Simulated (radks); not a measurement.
Values are calculated unless marked as measured or tabulated.
Re72+, configuration [He] 2s1.

Code: a radial shooting solver on a logarithmic mesh with Libxc functionals. Model: non-relativistic Kohn-Sham, LB94 model potential, spin-polarised, spherical densities, point nucleus; open shells are filled with parallel spins first (spin-orbit coupling, left out, can overturn this in heavy ions); relativity is left out, which matters for an element this heavy.

Energy parts (hartree):
kinetic: 6248.6842
electron-nucleus: -12576.4365
Hartree: 129.7515
(The LB94 potential has no energy functional, so no total or exchange-correlation energy is given.)

Orbitals (lengths in bohr, moments of r in powers of bohr; r(max) is where P^2 peaks):
| orbital | occ. | eigenvalue (hartree) | <r^4> | <r> | r(max) |
|---|---|---|---|---|---|
| 1s up | 1 | -2744.244 | 7.290e-07 | 0.02011 | 0.01338 |
| 1s down | 1 | -2743.908 | 7.315e-07 | 0.02012 | 0.01339 |
| 2s up | 1 | -672.9296 | 0.00009759 | 0.08136 | 0.07084 |
| 2s down | 0 | -673.8109 | 0.00009675 | 0.08116 | 0.07066 |

The highest occupied level is 2s up at -18311.3 eV. The configuration is held as typed, so some empty levels lie below it. Summed over all electrons, <r^2> = 0.008803 bohr^2, which gives a Langevin (diamagnetic) susceptibility term of -0.00697 x 10^-6 cm^3/mol. The spin density at the nucleus is 16268 e/bohr^3 (1s 138, 2s 16130). For comparison, the ionisation energy in NIST's Atomic Spectra Database is 20297.4 eV (theoretical). In exact Kohn-Sham theory the highest level is minus the ionisation energy, but local and semilocal functionals leave it too shallow, through self-interaction and a potential that decays too fast; potentials with the right tail come closer. Spin moment in Bohr magnetons: 1.
